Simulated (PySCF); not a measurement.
Work out the structure from these simulated measurements.

Formula: C3H14N2Si3.

| Item | Value |
| --- | --- |
| 13C NMR | chemical shifts (computed TMS as zero) by class: 149.3 (1 C), 141.6 (1 C), 0.0 (1 C) ppm [GIAO PBE0/pcSseg-1] |
| NMR, other nuclei | isotropic shieldings of nuclei other than C and H, by class: 243 (1 N), 267 (1 N), 372 (1 Si), 381 (1 Si), 407 (1 Si) ppm [GIAO PBE0/pcSseg-1] |
| Rotational structure | rotational constants A, B, C: 2.591, 0.414, 0.371 GHz [GFN2-xTB] |
| 1H NMR | chemical shifts (computed TMS as zero) by class: 6.45 (1 H), 6.43 (1 H), 5.97 (1 H), 4.92 (1 H), 4.82 (1 H), 4.78 (1 H), 4.75 (3 H), 0.33 (2 H), 0.32 (1 H), 0.23 (1 H), -0.60 (1 H) ppm [GIAO PBE0/pcSseg-1] |
| Dipole | 2.09 D [PBE0/pcSseg-1] |

The electronic properties come from PySCF, for the isolated species, density fitting. Levels stand in brackets. Isolated species at its GFN2-xTB geometry (one conformer only). NMR values are class means; diastereotopic atoms form classes of their own.

**Question.** Give a SMILES that accounts for the data.

**Answer.** Numbering: `[CH2:1]=[CH:2][Si@@H:3]([NH2:4])[CH2:5][SiH2:6][NH:7][SiH3:8]`. Its formula, C3H14N2Si3, gives 1 degree of unsaturation: 0 rings and 1 π bond in the structure found. 3 carbons fall into 3 classes; from least to most shielded: alkene CH carbon [C2] (149.3 ppm), terminal =CH2 carbon [C1] (141.6 ppm), sp3 carbon bound to silicon [C5] (0.0 ppm). Hydrogen classes from least to most shielded: 1 H on an alkene CH carbon, C2 (6.45 ppm), 1 H on a terminal =CH2 carbon, C1 (6.43 ppm), 1 H on a terminal =CH2 carbon, C1 (5.97 ppm), 1 H on an SiH2 silicon, Si6 (4.92 ppm), 1 H on an SiH silicon, Si3 (4.82 ppm), 1 H on an SiH2 silicon, Si6 (4.78 ppm), 3 H on an SiH3 silicon, Si8 (4.75 ppm), 2 H on a silicon-bound nitrogen, N4 (0.33 ppm), 1 H on an sp3 carbon bound to silicon, C5 (0.32 ppm), 1 H on an sp3 carbon bound to silicon, C5 (0.23 ppm), 1 H on a nitrogen bridging silicon atoms, N7 (-0.60 ppm). The other shieldings belong to: 243 ppm, silicon-bound nitrogen [N4]; 267 ppm, nitrogen bridging silicon atoms [N7]; 372 ppm, SiH silicon [Si3]; 381 ppm, SiH2 silicon [Si6]; 407 ppm, SiH3 silicon [Si8]. The optimised geometry has point group C1 and is an asymmetric top. Structure: `C=C[Si@@H](N)C[SiH2]N[SiH3]`. The assignments are read from this structure; whether some other isomer fits the data as well wasn't checked. The mirror image fits equally.
